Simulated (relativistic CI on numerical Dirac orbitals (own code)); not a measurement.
## One change at a time: Ho XIX

Base calculation: Dirac-Coulomb-Breit CI, KLI orbitals optimised for each configuration, QED by a radiative potential, unscaled Slater integrals.

Configurations in the expansion (outside the closed core [Ar] 3d10): 4s2 4p6 4d10 4f3, 4s2 4p6 4d10 4f2 5s, 4s2 4p6 4d10 4f 5s2, 4s2 4p6 4d10 4f2 5p, 4s2 4p6 4d10 4f 5s 5p, 4s2 4p6 4d9 4f4, 4s2 4p6 4d10 4f 5p2, 4s2 4p6 4d10 4f 5s 5d, 4s2 4p6 4d10 4f2 5d, 4s2 4p6 4d10 4f 5p 5d, 4s2 4p6 4d9 4f2 5s2, 4s2 4p6 4d10 4f2 5f, 4s2 4p6 4d10 4f 5d2, 4s2 4p5 4d10 4f4, 4s2 4p6 4d10 4f2 6s, 4s2 4p6 4d9 4f3 5s, 4s2 4p6 4d9 4f2 5s 5p, 4s2 4p6 4d10 4f2 6p, 4s2 4p6 4d9 4f2 5p2, 4s2 4p6 4d10 4f2 5g, 4s2 4p6 4d10 4f2 6d, 4s 4p6 4d10 4f4, 4s2 4p6 4d10 4f2 6f, 4s2 4p6 4d10 4f2 7s, 4s2 4p5 4d10 4f2 5s2, 4s2 4p6 4d10 4f2 7p, 4s2 4p6 4d8 4f3 5s2, 4s2 4p5 4d10 4f2 5s 5p, 4s2 4p5 4d10 4f3 5s, 4s 4p6 4d10 4f2 5s2. Levels of other configurations are missing.

Variants: (1) configuration mixing switched off. Shifts of the energy above 4s2 4p6 4d10 4f3 4I°_9/2, in cm⁻¹, for the lowest level and the first level of each name with at least 55 % of one term (blank where a level changes its place among those of its configuration and J or its character, or is not in the variant):

```
                    Level     Base     Δ(1)
 4s2 4p6 4d10 4f3 4I°_9/2      0.0      0.0
4s2 4p6 4d10 4f3 4I°_11/2   7827.7    -45.4
4s2 4p6 4d10 4f3 4I°_13/2  15482.5    -52.0
4s2 4p6 4d10 4f3 4I°_15/2  22874.7    -29.3
 4s2 4p6 4d10 4f3 4F°_3/2  27577.2  +1819.0
 4s2 4p6 4d10 4f3 4F°_5/2  32368.8  +1789.0
 4s2 4p6 4d10 4f3 4F°_7/2  35358.2  +1690.9
 4s2 4p6 4d10 4f3 4S°_3/2  35759.8  +1037.1
 4s2 4p6 4d10 4f3 4F°_9/2  40606.0  +1526.3
 4s2 4p6 4d10 4f3 4G°_5/2  42113.7  +2115.8
4s2 4p6 4d10 4f3 2H°_11/2  42520.6   +884.6
4s2 4p6 4d10 4f3 2K°_13/2  47136.8   +552.2
 4s2 4p6 4d10 4f3 4G°_9/2  52144.2  +1899.1
4s2 4p6 4d10 4f3 2K°_15/2  54227.8   +649.3
 4s2 4p6 4d10 4f3 2P°_1/2  58189.6  +1230.8
 4s2 4p6 4d10 4f3 2G°_9/2  58337.8  +1517.9
4s2 4p6 4d10 4f3 4G°_11/2  58685.0  +2034.6
 4s2 4p6 4d10 4f3 2D°_5/2  60812.8  +1282.7
 4s2 4p6 4d10 4f3 4D°_5/2  69077.4  +3491.5
 4s2 4p6 4d10 4f3 4D°_3/2  69139.1  +2942.1
4s2 4p6 4d10 4f3 2I°_11/2  70237.0  +1499.0
 4s2 4p6 4d10 4f3 4D°_1/2  73142.8  +3118.6
```

At this charge transitions that keep the count of f electrons are usually good to a few per cent. Terms inside the open d or f shell come out 10 to 20 % too wide with unscaled integrals. Levels that differ in their count of f electrons can be misplaced by several ten thousand cm⁻¹, since the correlation energy of f electrons is missing or only estimated; rates across such gaps can be off by orders of magnitude.

Ionisation energy from one configuration of each of the two ions, the ground ones as tabulated or assumed: base 436.333 eV. The NIST ASD value (theoretical) is 441 ± 22 eV.

LS names give the leading component of a level, which can be under half, so a name can repeat, a term be missing and a line seem to break the LS rules.
